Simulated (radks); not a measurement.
Q: Ni+, 27 electrons, occupied as [Ar] 3d(up 5, down 4) (the NIST ground configuration). Calculated with a radial shooting solver on a logarithmic mesh with Libxc functionals: non-relativistic Kohn-Sham, PBE, spin-polarised, spherical densities, point nucleus. Some entries of the table are withheld. Estimate them.

| orbital | occ. | eigenvalue (hartree) | r(max) (bohr) | <r^2> (bohr^2) |
|---|---|---|---|---|
| 1s down | 1 | -298.5970 | 0.03614 | 0.004030 |
| 1s up | 1 | -298.5969 | 0.03614 | 0.004030 |
| 2s up | 1 | -35.47385 | 0.2076 | 0.07269 |
| 2s down | 1 | -35.45416 | 0.2075 | 0.07264 |
| 2p up | 3 | (1) | 0.1661 | 0.05754 |
| 2p down | 3 | (2) | 0.1661 | 0.05749 |
| 3s up | 1 | -4.10102 | 0.6486 | (3) |
| 3s down | 1 | -4.06187 | 0.6488 | (4) |
| 3p up | 3 | -2.73391 | (5) | 0.7370 |
| 3p down | 3 | -2.69539 | (6) | 0.7396 |
| 3d up | 5 | -0.49565 | 0.6363 | 1.532 |
| 3d down | 4 | -0.46161 | 0.6385 | 1.609 |

A: 
(1) 2p up eigenvalue (hartree): -30.97929
(2) 2p down eigenvalue (hartree): -30.96475
(3) 3s up <r^2> (bohr^2): 0.6566
(4) 3s down <r^2> (bohr^2): 0.6579
(5) 3p up r(max) (bohr): 0.6520
(6) 3p down r(max) (bohr): 0.6524
